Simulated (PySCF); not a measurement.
Two species compared at the same levels of theory.

First species: CH₁₂OSi₅.
Z-matrix (Å and degrees, GFN2-xTB geometry), rows numbered from 1:
```
C 
Si  1  1.9103
Si  2  2.3761  1  110.62
Si  3  2.3572  2   88.51  1   101.33
O   4  1.6493  3  107.64  2   -98.62
Si  5  1.6083  4  150.00  3    49.05
Si  4  2.3573  3   90.95  2    10.70
H   1  1.0863  2  111.96  3  -169.10
H   1  1.0872  2  110.20  3   -49.47
H   1  1.0863  2  111.99  3    70.15
H   2  1.4783  1  104.52  3  -130.98
H   3  1.4735  2  114.47  1  -142.93
H   3  1.4726  2  118.16  1   -22.11
H   4  1.4709  3  125.67  2   147.14
H   6  1.4574  5  104.94  4   179.42
H   6  1.4648  5  107.91  4    58.90
H   6  1.4649  5  108.07  4   -59.99
H   7  1.4736  2  114.45  1   143.21
H   7  1.4728  2  118.27  1    22.16
```

Second species: CH₁₂OSi₅.
SMILES: `O[Si@H]1[SiH2]C[SiH2][SiH2][SiH2]1`

Levels: PBE0/pcSseg-1 for HOMO energy, LUMO energy and HOMO–LUMO gap. Geometries: GFN2-xTB. Each species is one conformer at its optimised geometry, gas phase, non-relativistic unless stated; the electronic structure was computed with PySCF and density fitting.

Dipoles, sizes and rotational constants follow the conformer. The torsions of the flexible species, by atom-mapped SMILES:
- `[CH3:1][Si@H:2]1[SiH2:3][Si@@H:4]([O:5][SiH3:6])[SiH2:7]1`: Si3–Si4–O5–Si6 49°

The conformers of `O[Si@H]1[SiH2]C[SiH2][SiH2][SiH2]1` aren't listed.

Values for the first species:

| Quantity | Value |
| --- | --- |
| HOMO energy | -7.13 eV |
| LUMO energy | -1.73 eV |
| HOMO–LUMO gap | 5.40 eV |

(1) Estimate the same properties for the second species, and the change in each.

## Answers

(1) 
```tsv
property	first	second	second less first
HOMO energy	-7.13 eV	-7.60 eV	-0.47 eV
LUMO energy	-1.73 eV	-1.07 eV	+0.66 eV
HOMO–LUMO gap	5.40 eV	6.53 eV	+1.13 eV
```

